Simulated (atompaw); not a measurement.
**An all-electron radial function and its pseudo partner (beryllium)**

Columns: radius, all-electron u(r) and pseudo u(r) of the 2s shell (level -5.60 eV) of beryllium in the configuration [He] 2s2 2p0; LDA (PW92), scalar-relativistic, PAW (atompaw) scheme, atompaw 4.2.0.5.

```json
{"r (bohr)": "0.115", "all-electron": "-0.2131", "pseudo": "0.0335"}
{"r (bohr)": "0.231", "all-electron": "-0.2550", "pseudo": "0.0685"}
{"r (bohr)": "0.346", "all-electron": "-0.2097", "pseudo": "0.1056"}
{"r (bohr)": "0.462", "all-electron": "-0.1225", "pseudo": "0.1462"}
{"r (bohr)": "0.577", "all-electron": "-0.0199", "pseudo": "0.1900"}
{"r (bohr)": "0.692", "all-electron": "0.0849", "pseudo": "0.2372"}
{"r (bohr)": "0.808", "all-electron": "0.1853", "pseudo": "0.2875"}
{"r (bohr)": "0.923", "all-electron": "0.2757", "pseudo": "0.3390"}
{"r (bohr)": "1.038", "all-electron": "0.3552", "pseudo": "0.3906"}
{"r (bohr)": "1.154", "all-electron": "0.4240", "pseudo": "0.4411"}
{"r (bohr)": "1.269", "all-electron": "0.4810", "pseudo": "0.4877"}
{"r (bohr)": "1.385", "all-electron": "0.5279", "pseudo": "0.5296"}
{"r (bohr)": "1.500", "all-electron": "0.5645", "pseudo": "0.5647"}
{"r (bohr)": "1.615", "all-electron": "0.5922", "pseudo": "0.5922"}
{"r (bohr)": "1.731", "all-electron": "0.6120", "pseudo": "0.6120"}
{"r (bohr)": "1.846", "all-electron": "0.6245", "pseudo": "0.6245"}
{"r (bohr)": "1.962", "all-electron": "0.6308", "pseudo": "0.6308"}
{"r (bohr)": "2.077", "all-electron": "0.6318", "pseudo": "0.6318"}
{"r (bohr)": "2.192", "all-electron": "0.6282", "pseudo": "0.6282"}
{"r (bohr)": "2.308", "all-electron": "0.6206", "pseudo": "0.6206"}
{"r (bohr)": "2.423", "all-electron": "0.6100", "pseudo": "0.6100"}
{"r (bohr)": "2.538", "all-electron": "0.5967", "pseudo": "0.5967"}
{"r (bohr)": "2.654", "all-electron": "0.5812", "pseudo": "0.5812"}
{"r (bohr)": "2.769", "all-electron": "0.5641", "pseudo": "0.5641"}
{"r (bohr)": "2.885", "all-electron": "0.5456", "pseudo": "0.5456"}
{"r (bohr)": "3.000", "all-electron": "0.5264", "pseudo": "0.5264"}
```

**Question.** How many radial nodes do the two functions have?

**Answer.** The all-electron 2s function has n − l − 1 = 1; the pseudo-wave has 0, since the states of the same l below it are removed with the core.

**Question.** At about which radius was the pseudo-wave matched?

**Answer.** 1.60 bohr, where the columns begin to agree (steps of 0.12 bohr).

**Question.** Where does each function peak?

**Answer.** Outermost all-electron maximum near 2.08 bohr, pseudo maximum near 2.08 bohr (to the table’s step).

**Question.** Is the pseudo-wave norm-conserving?

**Answer.** No, it belongs to a PAW set: the norm inside the radius is not constrained, and the difference is carried by the augmentation charge.
